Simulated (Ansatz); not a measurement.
Si(NCO)H3 (CH₃NOSi), relaxed as a singlet with RKS r2SCAN-D4/def2-TZVP in Ansatz, starting from the GFN2-xTB geometry. Force threshold 0.02 eV/Å.

Start:

Cartesian coordinates in Å:
```
Si -0.245 1.001 -0.265
N 0.133 -0.625 0.133
C 0.421 -1.727 0.455
O 0.699 -2.807 0.759
H -1.107 1.499 0.804
H -0.928 0.944 -1.553
H 1.026 1.715 -0.333
```

(1) Estimate the energy that the relaxation releases and the steps that it takes.

(2) Does the start keep its bonding?

(3) Predict the relaxed structure.

## Answers

(1) 0.05 eV, in 4 steps; 5.5 s on 4 threads of Arm Neoverse V1 on a shared host. No frequencies were taken in this run, so the end may be a saddle point.

(2) By distances, no bond broke or formed. The bond that changes most is Si1–H6, from 1.46 to 1.48 Å (atoms count from 1).

(3) 
```xyz
7

Si   -0.239    0.970   -0.259
N     0.138   -0.645    0.136
C     0.429   -1.756    0.462
O     0.710   -2.847    0.776
H    -1.115    1.534    0.793
H    -0.938    0.993   -1.564
H     1.015    1.752   -0.345
```
Bond lengths: 1 × N–Si 1.70 Å; 1 × C–N 1.19 Å; 1 × C–O 1.17 Å; 3 × H–Si 1.48 Å.
